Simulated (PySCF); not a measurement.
An unknown shows these calculated signals:

¹H NMR (400 MHz, computed): δ 3.56 (m, 1H), 3.54 (q, 2H), 2.24 (m, 1H), 2.21 (m, 1H), 2.20 (m, 2H), 2.20 (m, 2H), 1.97 (m, 2H), 1.82 (m, 1H), 1.28 (t, 3H), 0.86 (m, 1H).

¹³C{¹H} NMR (computed): δ 74.8 (CH), 67.4 (CH2), 41.6 (CH2), 38.9 (CH2), 33.5 (CH), 28.4 (CH2), 18.5 (CH3).

- GIAO PBE0/pcSseg-1 shieldings
- GFN2-xTB structure
- code: PySCF 2.14.0 with density-fitted response routines
- no solvent, one computed conformer, fast rotation and ring inversion assumed for equivalent nuclei, non-relativistic

δ = σ(ref) − σ, references computed at the same level: TMS for ¹H, ¹³C.

Which of these does the molecule contain: a CF3 group, a benzene ring, an NH or NH2 group, a CH3CH2 unit?

Answers


- A CF3 group: no.
- A benzene ring: no.
- An NH or NH2 group: no.
- A CH3CH2 unit: yes (δC 18.5, 67.4; δH 1.28 (t), 3.54 (q)).

The data belong to `CCO[C@H]1C[C@H]2C[C@H](C2)C1`, C9H16O; they needn't prove each group on their own.

Carbon signals by region: 2 at 50–100 ppm, 5 below 50 ppm.

Shifts are as computed. Against solution values, carbons near 30 ppm lie about +3 ppm off and those near 130 ppm about +5 ppm. Of 1211 compounds with measured shifts, 218 miss one by over three times the rms of a fit or turn the order of signals round; such compounds aren't used in these exercises. Multiplicities follow the n + 1 count of equivalent neighbours, as no J values were calculated; m marks all less simple cases, F and P coupling included.
